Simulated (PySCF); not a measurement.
**F: excitation energy**

F [He] 2s2 2p5 (2P) → F [He] 2s1 2p6 (2S), as a difference of total energies. All numbers are calculated (PySCF 2.14, scalar relativity by spin-free X2C-1e, in aug-cc-pCVTZ-DK). Correlated levels: valence and next inner shell: nothing frozen. The calculations carry no spin-orbit coupling.

| method | excitation energy (cm⁻¹) |
| --- | --- |
| UHF | 193430 |
| MP2 (valence and next inner shell) | 176780 |
| SCS-MP2 (valence and next inner shell) | 176120 |
| CCSD (valence and next inner shell) | 170050 |
| CCSD(T) (valence and next inner shell) | 158940 |

A first-order spin-orbit estimate (lowest level to lowest level, LS coupling) adds 0.017 eV.

The upper state lies above the first ionisation limit, where it may autoionise and the basis confines it.

The coupled-cluster amplitudes are large for the upper state (T1 above 0.03 or a double amplitude above 0.15), so a single reference is strained.
